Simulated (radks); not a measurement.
Effect of the nuclear size on the niobium ion Nb2+, [Kr] 4d3. Calculated with a radial shooting solver on a logarithmic mesh with Libxc functionals: Dirac Kohn-Sham, relativistic LDA (MacDonald-Vosko exchange, VWN5 correlation), spin-unpolarised, spherical densities, finite nucleus; open shells are shared between the two j in proportion to 2j + 1; Fermi nuclear charge, rms radius 4.324 fm. The rms radius is varied about that value; shifts are against it.

rms radius (fm)  total energy shift (eV)  density at nucleus (e/bohr^3)  1s1/2 shift (meV)  2s1/2 shift (meV)  4s1/2 shift (meV)  5s1/2 (empty) shift (meV)
3.857                             -0.256                      8.259e+04               -108              -11.5             -0.325                     -0.049
4.0386                            -0.160                       8.22e+04              -67.2              -7.14             -0.203                     -0.031
4.324                                  0                      8.162e+04              0.000              0.000              0.000                      0.000
4.7175                             0.236                      8.089e+04               99.5               10.6              0.300                      0.046
5.2407                             0.579                      8.002e+04                244               25.9              0.735                      0.112

Slopes of the eigenvalues against <r^2> in GHz/fm^2, as finite differences over the two radii next to the reference (eigenvalue slopes, not the field-shift constants of lines): 1s1/2 6780, 2s1/2 720, 4s1/2 20.4, 5s1/2 (empty) 3.11.
